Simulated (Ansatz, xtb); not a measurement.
# Two isomers of C2H2AlF

Structure a is `C#[C][AlH][F]`, a singlet and structure b is `[F][Al]1[CH]=[CH]1`, a singlet. Both are isolated molecules in the gas phase, relaxed with PBE0-D3(BJ)/def2-SVP.

a (Å):

```xyz
6

C    -1.6499   -1.2372   -0.9922
C    -1.8172   -0.1516   -0.4593
Al   -2.0443    1.5603    0.3340
F    -3.0539    1.6803    1.6501
H    -1.5054   -2.1967   -1.4589
H    -1.3401    2.8691   -0.1731
```

b (Å):

```xyz
6

C    -1.2850    0.9595    0.1320
C    -2.1591    0.8095   -0.9304
Al   -2.3148   -0.5611    0.2927
F    -2.8882   -1.9595    0.9619
H    -0.5633    1.7741    0.2832
H    -2.2715    1.4810   -1.7928
```

Quicker runs give these differences E(b) − E(a): GFN2-xTB +45.5 kcal/mol; HF/STO-3G +50.9 kcal/mol (at GFN2-xTB geometries); r2SCAN-D4/def2-SVP +11.7 kcal/mol (at GFN2-xTB geometries).

Question: Estimate E(b) − E(a) at the level CCSD(T)/def2-TZVPP.

Answer: Calculated at CCSD(T)/def2-TZVPP: E(b) − E(a) = +17.2 kcal/mol, so structure a lies lower.

How the difference moves with the method:

```tsv
level	geometry	E(b) − E(a) (kcal/mol)	departure from the last row (kcal/mol)	job, with rough time for the two
GFN2-xTB	GFN2-xTB	+45.5	+28.3	optimisation, 0.13 s
HF/STO-3G	GFN2-xTB	+50.9	+33.7	single point, 0.35 s
r2SCAN-D4/def2-SVP	GFN2-xTB	+11.7	−5.4	single point, 1.7 s
PBE0-D3(BJ)/def2-SVP	PBE0-D3(BJ)/def2-SVP	+9.8	−7.3	optimisation, 15 s
HF/def2-TZVPP	PBE0-D3(BJ)/def2-SVP	+21.7	+4.5	part of the CCSD(T) run
MP2/def2-TZVPP	PBE0-D3(BJ)/def2-SVP	+17.9	+0.7	part of the CCSD(T) run
CCSD(T)/def2-TZVPP	PBE0-D3(BJ)/def2-SVP	+17.2		single point, 43 s
```

As drawn, b has 1 C–Al, 1 C=C, 1 C–H in place of 1 C≡C, 1 Al–H. Structure a has no ring, b a 3-membered ring.

None of the levels shown reverses the order. The largest departure from CCSD(T)/def2-TZVPP is that of HF/STO-3G, 33.7 kcal/mol.

With harmonic frequencies from PBE0-D3(BJ)/def2-SVP (ideal gas, rigid rotor, one conformer each, 298.15 K, 1 atm): on the last row, ΔE + ΔZPE = +19.9, ΔH = +19.4, ΔG = +20.9 kcal/mol.

The correlated steps freeze 8 core orbitals. Codes used: Ansatz 0.2.0, xtb 6.7.1; the last row on 2 threads of Intel(R) Xeon(R) Processor @ 2.70GHz on a shared host.
